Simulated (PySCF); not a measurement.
All of these have the formula C5H10Si. Level of theory: PySCF, TDDFT CAM-B3LYP/def2-SVPD, vertical, gas phase, core orbitals frozen in the response. Geometries: GFN2-xTB; one conformer of each isolated species. Triplets are in the Tamm–Dancoff approximation. 'Strongest' means the level of largest summed f among the lowest 8 singlets; it needn't be the same kind of state in each.

Question: Rank by computed lowest singlet excitation energy, highest first.
A. `C=CC(=C)C[SiH3]`
B. `C=C(C)[C@@H]1C[SiH2]1`
C. `C=CC[SiH]1CC1`
D. `C(/C)([SiH3])=C/C=C`
E. `C1=CC[SiH](C1)C`
F. `C(=C)C1C[SiH2]C1`

Answer: F (6.96 eV), E (6.70 eV), C (6.35 eV), A (5.68 eV), B (5.51 eV), D (5.38 eV).

```
               SMILES  S1 (eV)  gap (eV)  strongest (eV)  α (au)  f (S1)    S1 mainly
       C=CC1C[SiH2]C1     6.96      9.65            7.22    85.0   0.009  H-2→L (92%)
        C[SiH]1CC=CC1     6.70      9.61            7.21    81.3   0.006    H→L (55%)
        C=CC[SiH]1CC1     6.35      9.00            6.35    88.0   0.322    H→L (88%)
      C=CC(=C)C[SiH3]     5.68      8.08            5.68    89.9   0.474    H→L (97%)
C=C(C)[C@@H]1C[SiH2]1     5.51      8.18            5.51    89.2   0.290    H→L (94%)
    C=C/C=C(\C)[SiH3]     5.38      7.78            5.38    95.9   0.754    H→L (98%)
```

H and L stand for HOMO and LUMO.
